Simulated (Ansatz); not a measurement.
Ansatz (a first-principles code) input (RI-MP2/cc-pV(T+d)Z):
A basis named .json is the Basis Set Exchange file of that set.

Ansatz 0.2 input:
```yaml
crystal:
  periodic: [false, false, false]
  atoms:
    - {symbol: Si, position_ang: [-0.39122148, -0.00392765, -0.14293990]}
    - {symbol: O, position_ang: [1.07804274, 0.01082296, 0.39388257]}
    - {symbol: H, position_ang: [-0.77408969, -1.12851728, -1.10522094]}
    - {symbol: H, position_ang: [-1.51293322, -0.12047047, 0.88926902]}
    - {symbol: H, position_ang: [-0.86021828, 1.21739118, -0.93395004]}
basis:
  gaussian:
    orbitals: cc-pV_T+d_Z.json
    fitting: {mean_field: def2-universal-jkfit, correlation: cc-pVTZ-RIFIT.json}
total_charge: -1
magnetization: {spin_polarized: false}
correlation: {method: mp2, electrons: outside_noble_gas}
```

End of the output:

```
integrals: 0.03 GiB planned
259 factors; integrals over basis functions are off by at most 1.2e0 eV
293 factors; integrals over basis functions are off by at most 7.3e-1 eV
0.16 GiB of device memory are held for the factors and their scratch space
mean field: 0.17 GiB planned
mean field evaluation 1: about -9947.6951 eV, gradient 1.9e1 eV
mean field evaluation 2: about -9948.5919 eV, gradient 1.1e1 eV
mean field evaluation 4: about -9948.8255 eV, gradient 6.7e-1 eV
mean field evaluation 8: about -9948.8282 eV, gradient 2.9e-6 eV
mean field -9948.82823817 eV, -365.6126941949 hartree, gradient 2.9e-6 eV, S^2 0.000000; 0 other end points of the search recorded, 0 dependent functions left out
6 core orbitals not correlated
reference -9948.82823817 eV, -365.6126941949 hartree; 7, 7 occupied and 98, 98 virtual orbitals, 293 factors
second order -10.63427140 eV of doubles, -0.00000000 eV of singles
Total energy: -9959.46250957 eV, -366.0034964607 hartree
```

It need not be the lowest isomer of its formula. Whether it binds its extra electron was not tested at this geometry.
